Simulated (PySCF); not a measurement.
A structure optimised at PBE-D3(BJ)/def2-SVP, used in a PySCF frequency run:

```
Ge
F 1 1.7379
Cl 1 2.1386 2 107.92
Cl 1 2.1386 2 107.92 3 -120.00
Cl 1 2.1386 2 107.92 3 120.00
```
Charge 0, spin multiplicity 1.

Task: Write its SMILES, formula and point group.

Result: [F][Ge]([Cl])([Cl])[Cl], Cl3FGe, C3v

Task: What are its rotational constants (standard atomic weights)?

Result: 1.5958, 1.5958, 1.1477 GHz
